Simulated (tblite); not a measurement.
C₄H₆BCl₃.
Atom-mapped SMILES: `[CH3:1][C@H:2]([Cl:3])/[CH:4]=[CH:5]/[B:6]([Cl:7])[Cl:8]` (hydrogens: H9, H10, H11 on C1; H12 on C2; H13 on C4; H14 on C5)

Computed with GFN2-xTB (tblite), gas phase: L-BFGS steps from a force-field or distance-geometry start until the largest atomic force falls under 0.01 eV/Å.

The end geometry, which sets the zero of energy:
```
atom  x, y, z in Å
C1     -2.1306    0.6486   -0.0330
C2     -1.1276   -0.4894   -0.0920
Cl3    -1.4786   -1.6554    1.2472
C4      0.2736   -0.0370    0.1132
C5      1.3055   -0.3945   -0.6595
B6      2.7708    0.0495   -0.4273
Cl7     4.0196   -0.5221   -1.4641
Cl8     3.1883    1.1153    0.8575
H9     -2.0744    1.1576    0.9259
H10    -3.1403    0.2706   -0.1702
H11    -1.9108    1.3627   -0.8242
H12    -1.2301   -1.0626   -1.0162
H13     0.4352    0.6012    0.9724
H14     1.0988   -1.0450   -1.5019
```

**Question.** These geometries come from the run, each turned onto the end geometry. Order them by energy, lowest first.
A.
```
atom  x, y, z in Å
C1     -2.1503    0.6501   -0.0025
C2     -1.1228   -0.4640   -0.1204
Cl3    -1.4478   -1.6919    1.1705
C4      0.2818   -0.0192    0.0909
C5      1.3218   -0.4089   -0.6560
B6      2.7876    0.0321   -0.4222
Cl7     4.0601   -0.6336   -1.3731
Cl8     3.1786    1.2092    0.7744
H9     -2.1027    1.1270    0.9722
H10    -3.1519    0.2473   -0.1274
H11    -1.9661    1.3973   -0.7725
H12    -1.2405   -0.9921   -1.0699
H13     0.4278    0.6299    0.9458
H14     1.1238   -1.0835   -1.4819
```
B.
```
atom  x, y, z in Å
C1     -2.1636    0.6460    0.0385
C2     -1.1266   -0.4442   -0.1534
Cl3    -1.3898   -1.7445    1.0813
C4      0.2740    0.0095    0.0540
C5      1.3220   -0.4083   -0.6674
B6      2.7877    0.0235   -0.4087
Cl7     4.0832   -0.7688   -1.2206
Cl8     3.1553    1.3040    0.6809
H9     -2.0783    1.0980    1.0252
H10    -3.1609    0.2288   -0.0773
H11    -2.0249    1.4173   -0.7178
H12    -1.2458   -0.9288   -1.1249
H13     0.4339    0.6718    0.8959
H14     1.1332   -1.1049   -1.4779
```
C.
```
atom  x, y, z in Å
C1     -2.1840    0.6211    0.1643
C2     -1.1301   -0.3743   -0.2797
Cl3    -1.2985   -1.8869    0.7026
C4      0.2649    0.1181   -0.0919
C5      1.3511   -0.5151   -0.5488
B6      2.8036   -0.0167   -0.3646
Cl7     4.1191   -0.9193   -1.0083
Cl8     3.1367    1.4630    0.4517
H9     -2.0601    0.8579    1.2172
H10    -3.1810    0.2174    0.0167
H11    -2.0939    1.5392   -0.4115
H12    -1.2930   -0.6927   -1.3132
H13     0.3725    1.0306    0.4790
H14     1.1920   -1.4429   -1.0857
```
D.
```
atom  x, y, z in Å
C1     -2.1896    0.6133    0.1768
C2     -1.1391   -0.3936   -0.2729
Cl3    -1.3387   -1.9178    0.6793
C4      0.2542    0.1237   -0.0779
C5      1.3365   -0.5305   -0.5371
B6      2.8036   -0.0082   -0.3746
Cl7     4.1695   -0.9760   -1.0622
Cl8     3.1711    1.5485    0.5017
H9     -2.0661    0.8448    1.2439
H10    -3.1954    0.2100    0.0104
H11    -2.0790    1.5360   -0.4126
H12    -1.2985   -0.6452   -1.3328
H13     0.3855    1.0661    0.4609
H14     1.1853   -1.4717   -1.0751
```
E.
```
atom  x, y, z in Å
C1     -2.1669    0.6365    0.0850
C2     -1.1324   -0.4373   -0.2043
Cl3    -1.3427   -1.7869    0.9818
C4      0.2641    0.0375   -0.0071
C5      1.3290   -0.3974   -0.6897
B6      2.7891    0.0241   -0.3919
Cl7     4.0916   -0.9035   -1.0251
Cl8     3.1545    1.3941    0.5823
H9     -2.0268    1.0266    1.0909
H10    -3.1685    0.2252    0.0094
H11    -2.0620    1.4438   -0.6382
H12    -1.2777   -0.8846   -1.1916
H13     0.3881    0.7597    0.7906
H14     1.1600   -1.1385   -1.4644
```

**Answer.** A (0.005 eV), B (0.009 eV), E (0.021 eV), C (0.045 eV), D (0.251 eV).

In the order of the answer:

```json
{"step": "70", "E above end (eV)": "0.005", "largest force (eV/Å)": "0.10", "rms force component (eV/Å)": "0.034", "rms distance from end (Å)": "0.074", "rms bond change (Å)": "0.001", "bond most changed (Å)": "B6–Cl8 +0.003"}
{"step": "64", "E above end (eV)": "0.009", "largest force (eV/Å)": "0.08", "rms force component (eV/Å)": "0.028", "rms distance from end (Å)": "0.159", "rms bond change (Å)": "0.001", "bond most changed (Å)": "C2–Cl3 +0.002"}
{"step": "45", "E above end (eV)": "0.021", "largest force (eV/Å)": "0.11", "rms force component (eV/Å)": "0.039", "rms distance from end (Å)": "0.260", "rms bond change (Å)": "0.001", "bond most changed (Å)": "C1–H10 -0.001"}
{"step": "17", "E above end (eV)": "0.045", "largest force (eV/Å)": "0.06", "rms force component (eV/Å)": "0.019", "rms distance from end (Å)": "0.439", "rms bond change (Å)": "0.002", "bond most changed (Å)": "C2–C4 +0.005"}
{"step": "1", "E above end (eV)": "0.251", "largest force (eV/Å)": "1.63", "rms force component (eV/Å)": "0.414", "rms distance from end (Å)": "0.456", "rms bond change (Å)": "0.039", "bond most changed (Å)": "B6–Cl8 +0.103"}
```

What follows is the cost of the whole relaxation. The run took 1.2 s wall on one thread of an Arm Neoverse N1, no GPU (shared host).
